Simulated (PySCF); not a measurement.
PySCF input (TPSSh/def2-TZVPD):

```python
from pyscf import gto, scf, dft

mol = gto.M(
    atom='''
    Sn   -0.00150192   -0.01055833    1.00959853
    Br    1.07054344    1.79064646   -0.70090320
    Br   -1.06839784   -1.77556313   -0.74138041
    ''',
    basis='def2-tzvpd',
    ecp='def2-tzvp',
    charge=-1,
    spin=1,
    verbose=4,
)

mf = dft.UKS(mol, xc='tpssh').density_fit(auxbasis='def2-universal-jkfit')
mf.grids.level = 3
mf.conv_tol = 1e-9
mf.max_cycle = 100
mf.max_memory = 1500
mf.kernel()
if not mf.converged:
    mf = mf.newton()
    mf.kernel(mf.make_rdm1())
for _ in range(2):
    mo, _, stable, _ = mf.stability(return_status=True)
    if stable:
        break
    mf.kernel(mf.make_rdm1(mo, mf.mo_occ))
mf.analyze()
```

Output:

```
ECP def2-tzvp not found for  Br
PySCF version 2.14.0

[INPUT] verbose = 4
[INPUT] num. atoms = 3
[INPUT] num. electrons = 93
[INPUT] charge = -1
[INPUT] spin (= nelec alpha-beta = 2S) = 1
[INPUT] symmetry False subgroup None
[INPUT] Mole.unit = angstrom
[INPUT] Symbol           X                Y                Z      unit          X                Y                Z       unit  Magmom
[INPUT]  1 Sn    -0.001501920000  -0.010558330000   1.009598530000 AA   -0.002838217461  -0.019952352033   1.907864717463 Bohr   0.0
[INPUT]  2 Br     1.070543440000   1.790646460000  -0.700903200000 AA    2.023033906050   3.383831395322  -1.324515087831 Bohr   0.0
[INPUT]  3 Br    -1.068397840000  -1.775563130000  -0.741380410000 AA   -2.018979309677  -3.355328032576  -1.401005929018 Bohr   0.0

nuclear repulsion = 457.096627758419
number of shells = 56
number of NR pGTOs = 321
number of NR cGTOs = 170
basis = def2-tzvpd
ecp = def2-tzvp

******** <class 'pyscf.df.df_jk.DFUKS'> ********
method = DFUKS
initial guess = minao
damping factor = 0
level_shift factor = 0
DIIS = <class 'pyscf.scf.diis.CDIIS'>
diis_start_cycle = 1
diis_space = 8
diis_damp = 0
SCF conv_tol = 1e-09
SCF conv_tol_grad = None
SCF max_cycles = 100
direct_scf = False
number electrons alpha = 47  beta = 46
XC library pyscf.dft.libxc version 7.1.2
    S. Lehtola, C. Steigemann, M. J. T. Oliveira, and M. A. L. Marques,  SoftwareX 7, 1–5 (2018)
XC functionals = tpssh
    V. N. Staroverov, G. E. Scuseria, J. Tao, and J. P. Perdew,  J. Chem. Phys. 119, 12129 (2003)
radial grids:
    Treutler-Ahlrichs [JCP 102, 346 (1995); DOI:10.1063/1.469408] (M4) radial grids

becke partition: Becke, JCP 88, 2547 (1988); DOI:10.1063/1.454033
pruning grids: <function nwchem_prune>
grids dens level: 3
symmetrized grids: False
atomic radii adjust function: <function treutler_atomic_radii_adjust>
small_rho_cutoff = 0
Set gradient conv threshold to 3.16228e-05
tot grids = 62808
******** <class 'pyscf.df.df.DF'> ********
auxbasis = def2-universal-jkfit
init E= -5323.59530221767
  alpha nocc = 47  HOMO = -0.529570236610805  LUMO = -0.482349688653605
  beta  nocc = 46  HOMO = -0.539874357719807  LUMO = -0.529570236610802

WARN: HOMO -0.529570236610805 >= LUMO -0.529570236610802

cycle= 1 E= -5359.50483243585  delta_E= -35.9  |g|= 2.45  |ddm|= 21.9
[...]
  beta  nocc = 46  HOMO = -0.0864540291035466  LUMO = 0.0716208118359179
  HOMO = 0.00603387791021  LUMO = 0.0716208118359  gap/eV = 1.78471
Extra cycle  E= -5362.55180327531  delta_E= -2e-11  |g|= 9.51e-06  |ddm|= 2.16e-05
converged SCF energy = -5362.55180327531  <S^2> = 0.75391773  2S+1 = 2.0039139
uhf_internal: lowest eigs of H = [0.10978828 0.12533482 0.18472965]
<class 'pyscf.df.df_jk.DFUKS'> wavefunction is stable in the internal stability analysis
**** SCF Summaries ****
Total Energy =                       -5362.551803275311613
Nuclear Repulsion Energy =             457.096627758419118
One-electron Energy =                -8471.645903960554278
Two-electron Energy =                 2651.997472926823775
Two-electron Coulomb Energy =         2852.635628808029651
DFT Exchange-Correlation Energy =     -200.638155881205677
HOMO-LUMO gap [eV] =                     1.784711376920600
**** MO energy ****
                             alpha | beta                alpha | beta
MO #1   energy= -482.362541491122  | -482.362470453607  occ= 1 | 1
MO #2   energy= -482.362538817487  | -482.362467784934  occ= 1 | 1
MO #3   energy= -62.0765126014941  | -62.0764796259201  occ= 1 | 1
MO #4   energy= -62.076510007751   | -62.0764770344371  occ= 1 | 1
MO #5   energy= -55.8615337311725  | -55.8615510846598  occ= 1 | 1
MO #6   energy= -55.8615285864188  | -55.8615459445927  occ= 1 | 1
MO #7   energy= -55.860158618694   | -55.8601269765989  occ= 1 | 1
MO #8   energy= -55.8601562093489  | -55.8601244893515  occ= 1 | 1
MO #9   energy= -55.8601473656672  | -55.8599558786859  occ= 1 | 1
MO #10  energy= -55.8601448728464  | -55.8599534736685  occ= 1 | 1
MO #11  energy= -8.42266771267366  | -8.42256168500526  occ= 1 | 1
MO #12  energy= -8.42266452891795  | -8.42255852542079  occ= 1 | 1
MO #13  energy= -6.23970286539862  | -6.23973770513472  occ= 1 | 1
MO #14  energy= -6.23970203915778  | -6.2397368849012   occ= 1 | 1
MO #15  energy= -6.23542349975789  | -6.23538537639907  occ= 1 | 1
MO #16  energy= -6.23542084709591  | -6.23538278542058  occ= 1 | 1
MO #17  energy= -6.2353649394622   | -6.23499103499598  occ= 1 | 1
MO #18  energy= -6.23536141855435  | -6.23498746599336  occ= 1 | 1
MO #19  energy= -4.86044755576543  | -4.85906388139593  occ= 1 | 1
MO #20  energy= -3.21469343268732  | -3.21446108556903  occ= 1 | 1
MO #21  energy= -3.21365715251872  | -3.21346766559604  occ= 1 | 1
MO #22  energy= -3.21031279509496  | -3.2065629321077   occ= 1 | 1
MO #23  energy= -2.36401132844177  | -2.36399449683771  occ= 1 | 1
MO #24  energy= -2.36400703139274  | -2.36399018925577  occ= 1 | 1
MO #25  energy= -2.36278103069341  | -2.36281242936977  occ= 1 | 1
MO #26  energy= -2.36277634896272  | -2.36280849499263  occ= 1 | 1
MO #27  energy= -2.3627275555138   | -2.36251755721222  occ= 1 | 1
MO #28  energy= -2.36272118756485  | -2.3625103790826   occ= 1 | 1
MO #29  energy= -2.35944062075344  | -2.35919494069819  occ= 1 | 1
MO #30  energy= -2.35943704975711  | -2.35919155101701  occ= 1 | 1
MO #31  energy= -2.35943280792107  | -2.35918426945243  occ= 1 | 1
MO #32  energy= -2.35943253446408  | -2.35918377824374  occ= 1 | 1
MO #33  energy= -0.820344062235901 | -0.819951886411152 occ= 1 | 1
MO #34  energy= -0.819083727086334 | -0.818590218609489 occ= 1 | 1
MO #35  energy= -0.816200086482931 | -0.811999000844794 occ= 1 | 1
MO #36  energy= -0.815279545053039 | -0.811061593824126 occ= 1 | 1
MO #37  energy= -0.814918208232402 | -0.809643161573509 occ= 1 | 1
MO #38  energy= -0.551018919134241 | -0.549613964507301 occ= 1 | 1
MO #39  energy= -0.544294932813458 | -0.543323086392026 occ= 1 | 1
MO #40  energy= -0.272329385753267 | -0.252660693760107 occ= 1 | 1
MO #41  energy= -0.146798569134861 | -0.145431248817169 occ= 1 | 1
MO #42  energy= -0.122770614909611 | -0.120441625500656 occ= 1 | 1
MO #43  energy= -0.119041426833722 | -0.112891891629757 occ= 1 | 1
MO #44  energy= -0.107634783468646 | -0.104433452389087 occ= 1 | 1
MO #45  energy= -0.101377189147081 | -0.101207777039314 occ= 1 | 1
MO #46  energy= -0.0934129734572048 | -0.0864540291035466 occ= 1 | 1
MO #47  energy= 0.00603387791021265 | 0.0716208118359179 occ= 1 | 0
MO #48  energy= 0.0887997369130245 | 0.0972072814315306 occ= 0 | 0
MO #49  energy= 0.0972807191262015 | 0.103853321950386  occ= 0 | 0
MO #50  energy= 0.114189995166576  | 0.11623696977341   occ= 0 | 0
MO #51  energy= 0.134573992315667  | 0.136213240070303  occ= 0 | 0
MO #52  energy= 0.143199942115089  | 0.14698113061012   occ= 0 | 0
MO #53  energy= 0.146983695771654  | 0.1489701843211    occ= 0 | 0
MO #54  energy= 0.156693661648308  | 0.158373040201047  occ= 0 | 0
MO #55  energy= 0.16001767119863   | 0.163051563439817  occ= 0 | 0
MO #56  energy= 0.16217711579907   | 0.168084442194735  occ= 0 | 0
MO #57  energy= 0.189727960002336  | 0.201143178866721  occ= 0 | 0
MO #58  energy= 0.197885353488008  | 0.202919526435907  occ= 0 | 0
MO #59  energy= 0.210376944982901  | 0.220038955316707  occ= 0 | 0
MO #60  energy= 0.218148607662537  | 0.220536869302669  occ= 0 | 0
MO #61  energy= 0.223520608077975  | 0.227954258451781  occ= 0 | 0
MO #62  energy= 0.259172266914136  | 0.259533324589165  occ= 0 | 0
MO #63  energy= 0.265662888422581  | 0.267091285895818  occ= 0 | 0
MO #64  energy= 0.270091339612054  | 0.273945799462084  occ= 0 | 0
MO #65  energy= 0.280780563398704  | 0.283796526781462  occ= 0 | 0
MO #66  energy= 0.286452320173017  | 0.297936222392062  occ= 0 | 0
MO #67  energy= 0.30204333055442   | 0.303325837401867  occ= 0 | 0
MO #68  energy= 0.304915291362082  | 0.306596327598121  occ= 0 | 0
MO #69  energy= 0.309863224811518  | 0.310637412260452  occ= 0 | 0
MO #70  energy= 0.318468951939702  | 0.323441098557541  occ= 0 | 0
MO #71  energy= 0.322114042496288  | 0.325156218864727  occ= 0 | 0
MO #72  energy= 0.324185578888538  | 0.326699298302818  occ= 0 | 0
MO #73  energy= 0.329270810689446  | 0.333210151750479  occ= 0 | 0
MO #74  energy= 0.351747059700775  | 0.352280235481904  occ= 0 | 0
MO #75  energy= 0.382250508535919  | 0.391192973499192  occ= 0 | 0
MO #76  energy= 0.400528139799168  | 0.403154985717481  occ= 0 | 0
MO #77  energy= 0.413951978818131  | 0.439700778489393  occ= 0 | 0
MO #78  energy= 0.426336732368073  | 0.446270245491959  occ= 0 | 0
MO #79  energy= 0.433867813008004  | 0.452025907061618  occ= 0 | 0
MO #80  energy= 0.4573853437616    | 0.459997189737289  occ= 0 | 0
MO #81  energy= 0.49006244294776   | 0.493731034949122  occ= 0 | 0
MO #82  energy= 0.519448761398326  | 0.524976105973012  occ= 0 | 0
MO #83  energy= 0.535209507892698  | 0.540385346454233  occ= 0 | 0
MO #84  energy= 0.538431462177065  | 0.541839665611623  occ= 0 | 0
MO #85  energy= 0.565227826185771  | 0.567856120204607  occ= 0 | 0
MO #86  energy= 0.568448605545959  | 0.569618285510727  occ= 0 | 0
MO #87  energy= 0.599346694020794  | 0.603168786980997  occ= 0 | 0
MO #88  energy= 0.611673148951751  | 0.613389808020193  occ= 0 | 0
MO #89  energy= 0.612190874585847  | 0.61454827658271   occ= 0 | 0
MO #90  energy= 0.619408323921626  | 0.621058729979966  occ= 0 | 0
MO #91  energy= 0.624051299873005  | 0.625370463056449  occ= 0 | 0
MO #92  energy= 0.634542132157849  | 0.63683286974923   occ= 0 | 0
MO #93  energy= 0.642537840817389  | 0.649286295623653  occ= 0 | 0
MO #94  energy= 0.647604379071076  | 0.653783556026683  occ= 0 | 0
MO #95  energy= 0.65172736608771   | 0.653878082363519  occ= 0 | 0
MO #96  energy= 0.691903354955368  | 0.694566942211947  occ= 0 | 0
MO #97  energy= 0.741747879464859  | 0.744923847863007  occ= 0 | 0
MO #98  energy= 0.772071982636046  | 0.774390671444247  occ= 0 | 0
MO #99  energy= 0.883334751295645  | 0.904475428245269  occ= 0 | 0
MO #100 energy= 0.892537093782377  | 0.913247511110645  occ= 0 | 0
MO #101 energy= 0.923999217192438  | 0.94660041860211   occ= 0 | 0
MO #102 energy= 0.930230344730339  | 0.952007522850348  occ= 0 | 0
MO #103 energy= 0.961118239766215  | 0.966605319316096  occ= 0 | 0
MO #104 energy= 0.965641462345429  | 0.983076935268106  occ= 0 | 0
[...]
```
